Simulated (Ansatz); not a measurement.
Reaction (cleavage of the Si–Si bond): `O[SiH2][SiH2][SeH]` + H–F → `F[SiH2][SeH]` + `O[SiH3]`

Isolated molecules relaxed with PBE0-D4/def2-TZVP in Ansatz; ΔE leaves out vibrations. CCSD(T)/CBS is the MP2 limit (def2-TZVPP, def2-QZVPP) plus CCSD(T) − MP2 in def2-TZVPP, frozen cores. This one scheme is used for every species. For Se outer-core shells are correlated without core-valence functions, which leaves a few kJ/mol of doubt a bond. Scalar relativity is left out up to krypton. One conformer a species, not always the lowest.

`O[SiH2][SiH2][SeH]`:

Cartesian coordinates in Å:
```
O -1.743 -0.678 -0.859
Si -0.917 -0.774 0.565
Si 1.271 -0.056 0.126
Se 0.992 1.710 -1.326
H -1.454 0.030 -1.444
H -1.009 -2.178 1.039
H -1.497 0.119 1.610
H 2.068 0.351 1.314
H 2.056 -1.029 -0.678
H 0.234 2.504 -0.347
```

H–F:

```xyz
2

F     0.265    0.316    0.203
H    -0.265   -0.316   -0.203
```

`F[SiH2][SeH]`:

Z-matrix (Å, degrees):
```
Si
Se 1 2.258
F 1 1.598 2 112.3
H 1 1.479 2 110.7 3 -119.2
H 1 1.479 2 106.0 3 117.8
H 2 1.469 1 92.7 3 77.5
```

`O[SiH3]`:

Z-matrix (Å, degrees):
```
Si
O 1 1.648
H 1 1.489 2 111.7
H 1 1.489 2 111.7 3 120.9
H 1 1.481 2 105.9 3 -119.6
H 2 0.957 1 117.9 3 -60.5
```

```tsv
species	HF/def2-TZVPP energy (Eh)
`O[SiH2][SiH2][SeH]`	-3056.19264
H–F	-100.06520
`F[SiH2][SeH]`	-2790.11223
`O[SiH3]`	-366.21048
```

Work out ΔE.

ΔE = (-2790.11223) + (-366.21048) − (-3056.19264) − (-100.06520) = -0.06487 Eh = -40.7 kcal/mol. CCSD(T)/CBS gives -31.4 kcal/mol.

Largest T1 diagnostic among the species: 0.011.

The D4 term adds +3.2 kcal/mol with B3LYP and +1.8 kcal/mol with PBE0; it sums over pairs of atoms, weighted by their polarisabilities, and B3LYP, whose exchange is more repulsive, gets the larger term. From PBE to PBE0 (25 % exact exchange), in def2-TZVPP and without D4, ΔE moves by −1.2 kcal/mol.

B3LYP here is the variant with VWN-RPA as its local correlation; programs differ in this.
